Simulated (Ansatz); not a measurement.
Ansatz (a first-principles code) input (PBE0/def2-SVP):

Ansatz 0.2 input:
```yaml
crystal:
  periodic: [false, false, false]
  atoms:
    - {symbol: W, position_ang: [0.01026822, 0.00530798, -0.04360901]}
    - {symbol: H, position_ang: [-0.11524659, -0.15368638, 1.78918639]}
    - {symbol: H, position_ang: [-0.97189413, 0.82023766, 1.06403684]}
    - {symbol: H, position_ang: [0.15687400, -1.67771807, -0.05664018]}
    - {symbol: H, position_ang: [-1.44872460, 0.62688432, -0.59889190]}
    - {symbol: H, position_ang: [0.24333997, -0.89508482, 1.55055887]}
    - {symbol: H, position_ang: [1.37580339, 0.88657660, -0.52118328]}
basis:
  gaussian:
    orbitals: def2-SVP
hamiltonian:
  xc: {name: PBE0}
total_charge: 1
magnetization: {spin_polarized: true, initial_magnetization: 1}
```

End of the output:

```
integrals: 0.02 GiB planned
695 factors; their error is unknown
mean field: 0.18 GiB planned
mean field evaluation 1: about -1908.2687 eV, gradient 2.1e1 eV
mean field evaluation 2: about -1905.3940 eV, gradient 3.1e1 eV
mean field evaluation 4: about -1910.7120 eV, gradient 1.2e0 eV
mean field evaluation 8: about -1910.7228 eV, gradient 6.2e-2 eV
mean field evaluation 16: about -1910.7698 eV, gradient 1.2e-4 eV
mean field -1910.76983458 eV, -70.2194962544 hartree, gradient 4.3e-5 eV, S^2 0.756851; 0 other end points of the search recorded, 0 dependent functions left out
reference -1910.76985995 eV, -70.2194971870 hartree; 10, 9 occupied and 52, 53 virtual orbitals, 695 factors
Total energy: -1910.76985995 eV, -70.2194971870 hartree
```

The spin state was set by rule; other spins were not relaxed.
